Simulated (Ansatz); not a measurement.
Reaction (redistribution): `C=C[Si](N)(Cl)O[SiH3]` + `[OH][AlH][AlH2]` → `C=C[Si](O)(Cl)O[SiH3]` + `[NH2][AlH][AlH2]`

Program: Ansatz. Geometries: PBE0-D4/def2-TZVP. ΔE: electronic, gas phase. CCSD(T)/CBS adds triple-zeta CCSD(T) − MP2 to the extrapolated MP2 energy (def2 sets, frozen cores). One conformer a species, not always the lowest.

`C=C[Si](N)(Cl)O[SiH3]`:

Cartesian coordinates in Å:
```
C 2.529 0.019 0.136
C 1.700 -0.920 -0.312
Si -0.132 -0.737 -0.279
N -0.790 -0.969 -1.825
Cl -1.019 -2.188 0.888
O -0.454 0.700 0.419
Si -1.625 1.518 1.224
H 2.156 0.947 0.560
H 3.608 -0.099 0.101
H 2.118 -1.835 -0.727
H -1.726 -1.313 -1.955
H -0.450 -0.458 -2.622
H -1.263 2.957 1.203
H -1.712 1.046 2.628
H -2.942 1.331 0.560
```

`[OH][AlH][AlH2]`:

Cartesian coordinates in Å:
```
O 0.756 0.426 1.819
Al -0.508 0.365 0.675
Al 0.200 -0.606 -1.615
H 0.638 0.760 2.708
H -1.941 0.899 1.139
H 0.101 -2.165 -1.937
H 0.754 0.321 -2.789
```

`C=C[Si](O)(Cl)O[SiH3]`:

Cartesian coordinates in Å:
```
C -0.682 -1.739 1.546
C -0.461 -0.461 1.838
Si 0.178 0.737 0.604
O 1.507 1.449 1.215
Cl -1.214 2.216 0.222
O 0.469 -0.014 -0.802
Si 0.208 0.048 -2.422
H -1.063 -2.440 2.282
H -0.488 -2.138 0.555
H -0.669 -0.106 2.845
H 1.795 2.281 0.839
H -1.246 0.003 -2.712
H 0.877 -1.130 -3.024
H 0.787 1.294 -2.986
```

`[NH2][AlH][AlH2]`:

Cartesian coordinates in Å:
```
N -1.672 -0.545 0.409
Al 0.070 -0.854 0.288
Al 1.541 1.099 -0.584
H -2.119 0.326 0.171
H -2.359 -1.212 0.726
H 0.526 -2.314 0.733
H 3.107 0.964 -0.859
H 0.907 2.535 -0.884
```

| species | SCS-MP2/def2-TZVPP energy (Eh) |
| --- | --- |
| `C=C[Si](N)(Cl)O[SiH3]` | -1248.57539 |
| `[OH][AlH][AlH2]` | -561.51941 |
| `C=C[Si](O)(Cl)O[SiH3]` | -1268.45640 |
| `[NH2][AlH][AlH2]` | -541.63913 |

Question: Work out ΔE.

Answer: ΔE = (-1268.45640) + (-541.63913) − (-1248.57539) − (-561.51941) = -0.00073 Eh = -1.9 kJ/mol. CCSD(T)/CBS gives -2.8 kJ/mol.

Largest T1 diagnostic among the species: 0.013.
